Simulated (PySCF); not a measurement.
Reproducing measurements on carbonyl selenide

**Experimental background.**

From NIST CCCBDB Release 22 (SRD 101), experimental dipoles, for the gas: dipole moment (microwave Stark effect, vibrational ground state) 0.754 D.

The results are set against them at the end.

Compound: carbonyl selenide, COSe.
Atom-mapped SMILES: `[O:1]=[C:2]=[Se:3]`

Structure used (PBE0-D3(BJ)/def2-SVP), in Å, numbered top down from 1:
```
atom  x, y, z in Å
O1    -1.191    0.819    0.009
C2    -0.191    0.244   -0.001
Se3    1.289   -0.607   -0.016
```

The PySCF runs (gas phase, on this PBE0-D3(BJ)/def2-SVP geometry; no spin–orbit coupling):

```json
{"level": "PBE0-D3(BJ)/def2-SVP, grid level 1", "job": "geometry optimisation from a GFN2-xTB start shaken at random", "basis functions": "60", "wall time": "7.1 s"}
```

Hardware: an Arm Neoverse N1 with one thread, on a shared host.

## Comparison

**Dipole moment.** Measured: 0.754 D (NIST CCCBDB Release 22 (SRD 101), experimental dipoles).

```tsv
level	computed (D)	computed − measured (D)	% (from the printed values)
PBE0-D3(BJ)/def2-SVP	0.690	-0.064	-8
```

The computed dipoles belong to one fixed geometry; measured ones are averaged over vibrations unless marked μe. Magnitudes are compared, not signs.

No measured geometry was used, and the causes of the misses weren't examined.
